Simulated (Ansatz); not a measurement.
`F/C([SeH])=C\[TeH]` + `CBO` → `OB[TeH]` + `C/C=C(\F)[SeH]`  (redistribution)

Program: Ansatz. Geometries: PBE0-D4/def2-TZVP. ΔE: electronic, gas phase. CCSD(T)/CBS is the MP2 limit (def2-TZVPP, def2-QZVPP) plus CCSD(T) − MP2 in def2-TZVPP, frozen cores. Double bonds are as drawn, so ΔE can hold a change between cis and trans. DFT in def2-TZVPP. B3LYP here is the variant with VWN-RPA as its local correlation; programs differ in this. Elements past krypton have def2 core potentials. For Se, Te outer-core shells are correlated without core-valence functions, which leaves a few kJ/mol of doubt a bond. Scalar relativity is left out up to krypton. Each species was taken in one conformer, which may not be the lowest.

```tsv
level	ΔE (eV)
PBE0-D4	-0.45
ωB97X-V	-0.42
ωB97M-V	-0.40
PBE0	-0.46
B3LYP	-0.41
CCSD/def2-TZVPP	-0.43
SCS-MP2/def2-QZVPP	-0.39
CCSD/CBS(def2)	-0.41
```

(1) What does CCSD(T)/CBS give? (Best estimate.)

Largest T1 diagnostic among the species: 0.013.

## Answers

(1) The calculation gave: -0.40 eV. The listed levels differ from it by -0.05, -0.02, 0.00, -0.06, -0.01, -0.03, 0.01, -0.01 eV.

In def2-TZVPP, CCSD(T) changes the Hartree–Fock value by +0.08 eV (the triples alone add +0.01 eV) and MP2 by +0.10 eV. From PBE to PBE0 (25 % exact exchange), in def2-TZVPP and without D4, ΔE moves by −0.03 eV.
